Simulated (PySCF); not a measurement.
# What a mistake does to a calculation on AlBH4N

Calculated results; nothing here was measured. They come from PySCF 2.14.0, an open-source quantum chemistry program, on an isolated molecule that a program drew, which may never have been made. The molecule is AlBH4N (charge 0, doublet), drawn as the SMILES string `[BH][AlH][NH2]`.

Each row is a Hartree-Fock (HF) and frozen-core CCSD(T) single point in the cc-pV(D+d)Z basis, meant for a local HF minimum. Run 1 is clean. Each other run has one planted mistake out of seven kinds, and not every kind appears here: one electron removed, one electron added, multiplicity raised by two, geometry at a saddle point, minimal basis STO-3G, one bond length entered in bohr, all coordinates scaled. The reference is restricted for singlets and unrestricted otherwise, and also for a bond in bohr. Adding or removing an electron swaps singlet and doublet. Electrons count all cores. HOMO and LUMO are orbital energies over both spins, the gradient is its largest component, and the lowest frequency (negative if imaginary) is given only where the gradient is small. Bond lengths are over the 6 bonds as drawn. T1 is the CCSD diagnostic: over 0.02 (restricted) or 0.045 (unrestricted) a single reference is doubtful.

Geometry of the clean run:
```xyz
7
AlBH4N, angstrom
B     1.9565   -2.5494    2.8287
Al    0.2090   -1.6466    2.1864
N    -0.3273   -0.1062    2.8691
H     2.9565   -3.0900    3.1805
H    -0.6778   -2.3256    1.0681
H    -1.1653    0.3704    2.5919
H     0.1382    0.4272    3.5789
```

```
run  electrons  basis functions  <S^2>  HOMO (eV)  LUMO (eV)  gradient (hartree/bohr)  lowest frequency (cm^-1)  mean bond (Å)  longest bond (Å)      T1  HF (hartree)  CCSD(T) (hartree)                     mistake
  1         29               71  0.759      -7.98       1.15                  1.3e-05                       131         1.4356             2.069  0.0147    -323.33641         -323.67898                    no fault
  2         29               71  0.763      -7.95       1.09                  5.1e-02                         -         1.5475             2.231  0.0179    -323.30571         -323.65689      all coordinates scaled
  3         30               71  0.000       0.13       7.13                  4.5e-02                         -         1.4356             2.069  0.0157    -323.29501         -323.67409          one electron added
  4         29               71  3.762      -8.51      -0.93                  1.5e-02                         -         1.4356             2.069  0.0256    -323.23847         -323.56619  multiplicity raised by two
  5         28               71  0.000     -15.34      -6.20                  5.9e-02                         -         1.4356             2.069  0.0259    -323.07761         -323.41121                           ?
  6         29               23  0.767      -5.50       7.49                  4.2e-02                         -         1.4356             2.069  0.0170    -319.35792         -319.48746                           ?
```

**Which mistake was planted in run 5, and what did it cost?**

It counts 28 electrons, one fewer than the clean run, at the same geometry and basis. So the mistake is: one electron removed. Subtracting run 1 and multiplying by 627.51 kcal/mol a hartree, the energy moved by 162.4 kcal/mol in HF and 168.0 kcal/mol in CCSD(T).

**Which mistake was planted in run 6, and what did it cost?**

It has 23 basis functions where the clean run has 71, with the same electrons and geometry. So the mistake is: minimal basis STO-3G. Subtracting run 1 and multiplying by 627.51 kcal/mol a hartree, the energy moved by 2496.5 kcal/mol in HF and 2630.2 kcal/mol in CCSD(T).

Cautions from the logs. Run 3: the HOMO is above zero, so the electron isn't bound and the energy depends on the basis; run 5: T1 is over the limit, so its CCSD(T) energy is less reliable.
